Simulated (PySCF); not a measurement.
**Working out the excitation energy of Kr⁺**

Kr⁺ [Ar] 3d10 4s2 4p5 (2P) → Kr⁺ [Ar] 3d10 4s1 4p6 (2S). Calculation: PySCF 2.14, in aug-cc-pVDZ-PP with ECP10MDF; scalar relativity through the core potential. Frozen: 3s2 3p6 3d10. Energies in hartree (1 hartree = 27.21139 eV):

```json
{"part": "UHF", "Kr⁺ (lower)": "-461.697016", "Kr⁺ (upper)": "-461.044283"}
{"part": "MP2 opposite-spin", "Kr⁺ (lower)": "-0.072273", "Kr⁺ (upper)": "-0.151316"}
{"part": "MP2 same-spin", "Kr⁺ (lower)": "-0.024717", "Kr⁺ (upper)": "-0.032039"}
```

Q: What does Hartree-Fock give?

A: (-461.044283) − (-461.697016) = 0.652733 hartree = 17.762 eV.

Q: What do MP2 and SCS-MP2 (6/5 opposite-spin, 1/3 same-spin) give?

A: The opposite-spin parts differ by -2.151 eV and the same-spin parts by -0.199 eV. MP2: 17.762 + (-2.151) + (-0.199) = 15.412 eV. SCS-MP2: 17.762 + 1.2 × (-2.151) + (-0.199)/3 = 15.114 eV.

Measured between the centres of the two terms (NIST): 13.292 eV, so MP2 (valence) is off by 2.120 eV.

A double-zeta basis recovers only part of the correlation energy.

What remains against the reference includes basis incompleteness, the frozen core and correlation beyond second order.
